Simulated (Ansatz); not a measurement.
One change: `[OH][Zr]([F])([F])[F]` becomes `[F][Zr]([F])([F])[Br]`.

Ansatz, PBE0-D4/def2-TZVP geometries, multiplicity 1. Each molecule was computed in one conformer, which needn't be the lowest.

Elements past krypton have def2 core potentials. Scalar relativity is left out up to krypton.

| property | `[OH][Zr]([F])([F])[F]` |
| --- | --- |
| HOMO–LUMO gap (B3LYP/def2-TZVPP) / eV | 9.09 |
| LUMO energy (PBE0/def2-TZVPP) / eV | -0.59 |
| ideal-gas entropy at 298 K and 1 bar (rigid rotor, harmonic PBE0-D4/def2-TZVP) / J/(mol·K) | 349 |
| zero-point energy (PBE0-D4/def2-TZVP) / kJ/mol | 48.3 |
| HOMO energy (PBE0/def2-TZVPP) / eV | -10.26 |
| size of the dipole moment (PBE/def2-TZVPP) / D | 2.58 |

(1) Give the same properties after the change, and the shifts. (Estimate.)

Answers

(1) The calculation gave: 
| property | `[F][Zr]([F])([F])[Br]` | shift |
| --- | --- | --- |
| HOMO–LUMO gap (B3LYP/def2-TZVPP) / eV | 6.91 | -2.18 |
| LUMO energy (PBE0/def2-TZVPP) / eV | -1.83 | -1.24 |
| ideal-gas entropy at 298 K and 1 bar (rigid rotor, harmonic PBE0-D4/def2-TZVP) / J/(mol·K) | 357 | 8 |
| zero-point energy (PBE0-D4/def2-TZVP) / kJ/mol | 18.5 | -29.8 |
| HOMO energy (PBE0/def2-TZVPP) / eV | -9.25 | 1.01 |
| size of the dipole moment (PBE/def2-TZVPP) / D | 0.12 | -2.46 |

With PBE0 the HOMO rises by 1.01 eV and the LUMO falls by 1.24 eV, so the gap narrows by about 2.25 eV. PBE moves the HOMO by 0.56 eV and ωB97M-V by 1.30 eV. The zero-point energy changes by -29.8 kJ/mol with -3 modes. Dipoles are sizes alone; their direction can turn.

B3LYP here is the variant with VWN-RPA as its local correlation; programs differ in this.

Spin–orbit coupling is left out; it splits and shifts lone-pair levels of the heavy atoms by tenths of an eV.
